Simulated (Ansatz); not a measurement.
Bi(F)2(OMe) (CH3BiF2O), SMILES [F][Bi]([F])[O]C.

Geometry: B3LYP-D3(BJ)/def2-SVP. The def2 effective core potentials stand for the cores of Bi; spin–orbit coupling is left out. One conformer was computed; it need not be the lowest.

Two levels are set side by side: PBE/def2-SVPD (Ansatz, a program for electronic structure) and CAM-B3LYP/def2-SVPD (Ansatz). Energy differences of separate SCF runs at the same geometry; the states with an electron removed or added have multiplicity 2 and 2. Differences are taken from unrounded values.

```
quantity                             PBE
---------------------------------  -----
vertical ionisation energy (eV)    10.14
vertical singlet–triplet gap (eV)   5.00
```

**Question.** These are the PBE values. What does CAM-B3LYP give? (The exact figures need the calculation; the answer reports its results.)

**Answer.** 
| quantity | CAM-B3LYP | PBE minus CAM-B3LYP |
|---|---|---|
| vertical ionisation energy (eV) | 10.43 | -0.29 |
| vertical singlet–triplet gap (eV) | 5.21 | -0.21 |
